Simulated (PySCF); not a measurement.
C₇H₈P (charge -1).
Structure used (GFN2-xTB), in Å, numbered top down from 1:
```
atom  x, y, z in Å
C1     3.108    0.865    0.982
C2     2.370   -0.164    0.555
C3     0.961   -0.171    0.312
C4     0.274   -1.305   -0.127
C5    -1.086   -1.096   -0.297
C6    -1.479    0.202    0.005
C7    -2.898    0.682   -0.090
P8    -0.139    1.202    0.515
H9     2.650    1.820    1.181
H10    4.175    0.787    1.142
H11    2.869   -1.116    0.364
H12    0.770   -2.253   -0.313
H13   -1.782   -1.859   -0.632
H14   -3.537    0.166    0.634
H15   -2.953    1.752    0.109
H16   -3.310    0.494   -1.086
```

IAO charges (e) from the PBE0/pcSseg-1 density (PySCF), one withheld:

| atom | bonded to | charge |
| --- | --- | --- |
| C1 | C2 H9 H10 | -0.4178 |
| C2 | C1 C3 H11 | -0.1105 |
| C3 | C2 C4 P8 | -0.2780 |
| C4 | C3 C5 H12 | -0.2201 |
| C5 | C4 C6 H13 | -0.2515 |
| C6 | C5 C7 P8 | -0.2539 |
| C7 | C6 H14 H15 H16 | ? |
| P8 | C6 C3 | +0.0215 |
| H9 | C1 | +0.1310 |
| H10 | C1 | +0.1112 |
| H11 | C2 | +0.1104 |
| H12 | C4 | +0.1026 |
| H13 | C5 | +0.0996 |
| H14 | C7 | +0.1187 |
| H15 | C7 | +0.1270 |
| H16 | C7 | +0.1178 |

Question: What is the charge on C7?

Answer: The charges add up to the total charge, -1. The others sum to -0.5920, which leaves -0.4080 e for C7 (benzylic-type carbon).

Question: Add each hydrogen's charge to the atom that carries it.

Answer: C1 -0.1756, C2 -0.0001, C4 -0.1175, C5 -0.1519, C7 -0.0445. Atoms without hydrogen keep their charges.

Question: Across which bond do the charges differ most?

Answer: H9–C1: +0.1310 on H9 against -0.4178 on C1, a difference of 0.5488 e. The lower charge is on the more electronegative element of the two (Pauling values: C 2.55, H 2.20).

Question: Take the bonds between elements whose Pauling electronegativities differ by more than 0.25. In how many does the more electronegative atom carry the lower charge?

Answer: In 10 of 10.

Question: How much positive and how much negative charge does this set hold in all?

Answer: +0.9398 e on 9 atoms and -1.9398 e on 7.

The IAO scheme counts the electrons in orthogonalised intrinsic atomic orbitals, a minimal basis polarised so that it spans the occupied orbitals exactly. Geometry: GFN2-xTB, one conformer, isolated ion. The pcSseg-1 basis has no diffuse functions, a weakness for an anion.

The run behind these numbers computed NMR shieldings as well. Cost: about 70 s of CPU time on one thread; the machine was shared, so the figure is rough.
